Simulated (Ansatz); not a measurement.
Reaction (isomerisation): `BCC(C)=O` → `CC1CB1O`

Gas-phase electronic energies from Ansatz, PBE0-D4/def2-TZVP geometries. CBS: MP2 limit from def2 TZ/QZ plus the TZ coupled-cluster correction, frozen cores. Functionals use def2-TZVPP. Each species was taken in one conformer, which may not be the lowest.

| level | ΔE (eV) |
| --- | --- |
| LC-ωPBE | -1.01 |
| RPA@PBE/def2-TZVPP | -0.74 |
| CCSD(T)/def2-SVP | -0.83 |
| HF/CBS(def2) | -0.52 |

(1) What does CCSD(T)/CBS give? (An estimate is asked.)

Largest T1 diagnostic among the species: 0.014.

Results:

(1) Ansatz gave: -0.87 eV. The listed levels differ from it by -0.14, 0.13, 0.04, 0.35 eV.

From r2SCAN to r2SCAN0 (25 % exact exchange), in def2-TZVPP and without D4, ΔE moves by −0.07 eV. At CCSD(T), def2-SVP lies +0.04 eV from the extrapolated value and def2-TZVPP +0.03 eV. Leaving LDA and LC-ωPBE aside and taking each functional with its dispersion term where it has one, the values, not all of them listed here, spread over 0.28 eV, from PBE-QIDH to BLYP-D4. LDA lies −0.26 eV from PBE without D4.
